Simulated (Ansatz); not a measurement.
```yaml
crystal:
  periodic: [false, false, false]
  atoms:
    - {symbol: N, position_ang: [-0.385307, -0.040780, 1.152901]}
    - {symbol: C, position_ang: [0.211076, 0.114301, 0.540481]}
    - {symbol: Ga, position_ang: [0.184908, -0.002517, -0.637931]}
    - {symbol: F, position_ang: [-0.768883, -0.289543, -1.036984]}
    - {symbol: F, position_ang: [1.048629, 0.151076, -1.585043]}
    - {symbol: H, position_ang: [-1.035723, -0.197110, 0.677212]}
    - {symbol: H, position_ang: [0.902499, 0.275082, 0.827623]}
basis:
  gaussian: {orbitals: cc-pVTZ}
total_charge: 1
magnetization: {spin_polarized: true, initial_magnetization: 1}
hamiltonian: {xc: {name: B97}}
accuracy: high
```

```sh
$ ansatz run in.yaml --threads 4 --pin off --events-out ev --progress --plain --max-ram 10444MiB
```

It prints (some lines left out):

```
Functional definition: B97
3231 factors; integrals over basis functions are off by at most 4.3e-9 eV
mean field evaluation 1: about -60258.4896 eV, gradient 1.0e2 eV
mean field evaluation 2: about -60252.5996 eV, gradient 1.1e2 eV
mean field evaluation 4: about -60285.3607 eV, gradient 8.9e0 eV
mean field evaluation 8: about -60285.8920 eV, gradient 9.0e-1 eV
mean field evaluation 16: about -60285.8942 eV, gradient 2.4e-4 eV
mean field -60285.89424542 eV, -2215.4657502725 hartree, gradient 4.3e-8 eV, S^2 0.751479; 0 other end points of the search recorded, 0 dependent functions left out
reference -60285.89424839 eV, -2215.4657503814 hartree; 32, 31 occupied and 159, 160 virtual orbitals, 3231 factors
Total energy: -60285.89424839 eV, -2215.4657503814 hartree
```

**Question.** Something in this input is off. What?

**Answer.** The geometry is squeezed to about two thirds of its size. The calculation finished and met its thresholds. The result belongs to that input, not to the molecule as meant.
